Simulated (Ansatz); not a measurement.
Computed with Ansatz on PBE0-D4/def2-TZVP structures; ΔE is electronic, products minus reactants. CBS: MP2 limit from def2 TZ/QZ plus the TZ coupled-cluster correction, frozen cores. This one scheme is used for every species. Functionals use def2-TZVPP. B3LYP here is the variant with VWN-RPA as its local correlation; programs differ in this. Each species was taken in one conformer, which may not be the lowest.

`C[SiH2][SiH2]F` + HCl → `F[SiH2]Cl` + `C[SiH3]`  (cleavage of the Si–Si bond)

| level | ΔE (kJ/mol) | difference from CCSD(T)/CBS |
| --- | --- | --- |
| revPBE-D4 | -98.2 | 15.5 |
| r2SCAN-D4 | -112.5 | 1.2 |
| B97M-V | -112.2 | 1.5 |
| B3LYP-D4 | -110.6 | 3.1 |
| PBE-QIDH | -114.8 | -1.1 |
| BHLYP | -122.3 | -8.6 |
| CAM-B3LYP | -117.7 | -4.0 |
| MP2/def2-SVP | -118.1 | -4.4 |
| HF/CBS(def2) | -132.5 | -18.8 |
| MP2/CBS(def2) | -123.7 | -10.0 |
| CCSD(T)/CBS | -113.7 | 0 |

What do rigid-rotor, harmonic-oscillator terms from PBE0-D4/def2-TZVP frequencies (298.15 K, 1 bar) make of the CCSD(T)/CBS value? (An estimate is asked.)

Ansatz gave: ΔZPE = +5.5 kJ/mol, ΔH = -112.1 kJ/mol, ΔS = -1 J/(mol·K), ΔG = -111.7 kJ/mol.

Largest T1 diagnostic among the species: 0.012.

From PBE to PBE0 (25 % exact exchange), in def2-TZVPP and without D4, ΔE moves by −5.7 kJ/mol. In def2-TZVPP, CCSD(T) changes the Hartree–Fock value by +19.4 kJ/mol (the triples alone add +1.7 kJ/mol) and MP2 by +9.5 kJ/mol. At CCSD(T), def2-SVP lies +3.6 kJ/mol from the extrapolated value and def2-TZVPP +1.5 kJ/mol.
